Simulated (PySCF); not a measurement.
## Ta⁻ (tantalum, charge -1) across methods

[Xe] 4f14 5d4 6s2, high-spin 5D determinant. Computed with PySCF 2.14 in aug-cc-pwCVTZ-PP with ECP60MDF (8s8p7d4f3g, 122 functions), with scalar relativity through the core potential. The B2PLYP total includes its PT2 part (frozen core); its orbital energies are those of the SCF part.

| method | E (hartree) | mean ε 6s α (eV) | mean ε 5d α (eV) | mean ε 6s β (eV) | Σ⟨r²⟩ (bohr²) | ⟨S²⟩ |
| --- | --- | --- | --- | --- | --- | --- |
| UHF | -56.73021 | -3.164 | -2.702 | 0.139 | 116.4 | 6.434 |
| PBE0 | -57.2970 | -0.988 | 0.890 | 0.413 | 89.78 | 6.045 |
| B97-3 | -57.3207 | -0.941 | 0.893 | 0.387 | 91.16 | 6.049 |
| LDA | -57.1859 | -0.643 | 1.675 | 0.538 | 91.46 | 6.028 |
| PBE | -57.3416 | -0.498 | 1.715 | 0.759 | 92.33 | 6.032 |
| r2SCAN | -57.3372 | -0.801 | 1.476 | 0.751 | 92.47 | 6.108 |
| B2PLYP | -57.1223 | -1.318 | 0.095 | 0.135 | 91.95 | 6.067 |

Estimate the same row for LC-wPBE.

E (hartree) = -57.2984; mean ε 6s α (eV) = -2.676; mean ε 5d α (eV) = -1.323; mean ε 6s β (eV) = -0.874; Σ⟨r²⟩ (bohr²) = 88.07; ⟨S²⟩ = 6.073.

Energies and moments cover only the electrons outside the core potential. Spin-orbit coupling, absent here, splits the open shell strongly. ⟨S²⟩ = 6.07 against 6.00 shows spin contamination.

The highest occupied level is positive at UHF, PBE0, B97-3, LDA, PBE, r2SCAN, B2PLYP: only the finite basis holds that electron, at UHF too, so the state is unbound at these levels.
